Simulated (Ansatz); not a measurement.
This geometry of BClFH3O (7 atoms, charge 0, multiplicity 1) is a first-order saddle point.

The calculation used Ansatz 0.2.0, RKS PBE0/def2-SVP.

```xyz
7
Properties=species:S:1:pos:R:3
B 0.103 0.330 0.035
F -0.126 -0.330 1.533
Cl 1.595 -0.342 -0.689
H -0.932 0.212 -0.559
O 0.314 1.617 0.738
H 1.237 1.900 0.669
H 0.107 0.739 1.667
```

(1) Which two structures does it join? (They come from a converged band through this point; their orientation in space is the band's.)

(2) How far does it lie above each of them?

## Answers

(1) Bonds broken: B1–F2, O5–H7. Bonds formed: F2–H7. BClFH3O becomes BClH2O + FH.

Initial state:

```xyz
7
Properties=species:S:1:pos:R:3
B 0.023 0.054 0.153
F -0.121 -0.694 1.279
Cl 1.620 -0.215 -0.718
H -0.941 0.178 -0.561
O 0.295 1.586 0.812
H 1.245 1.733 0.657
H 0.177 1.483 1.770
```

Final state:

```xyz
7
Properties=species:S:1:pos:R:3
B 0.494 0.296 -0.373
F -1.124 0.417 2.511
Cl 1.571 0.406 -1.757
H -0.446 -0.446 -0.383
O 0.723 1.057 0.720
H 1.497 1.631 0.660
H -0.417 0.766 2.016
```

(2) 22.1 kcal/mol above the first and 12.8 kcal/mol above the second. This is the barrier of this one path; another mechanism may lie lower. The orbitals stay closed-shell, which can raise the energy where a bond breaks towards radicals; this wasn't checked here.

Run time: 6.6 min on 1 thread of Intel(R) Xeon(R) Platinum 8259CL CPU @ 2.50GHz (Skylake/Cascade Lake) (shared host), peak memory 0.19 GiB.
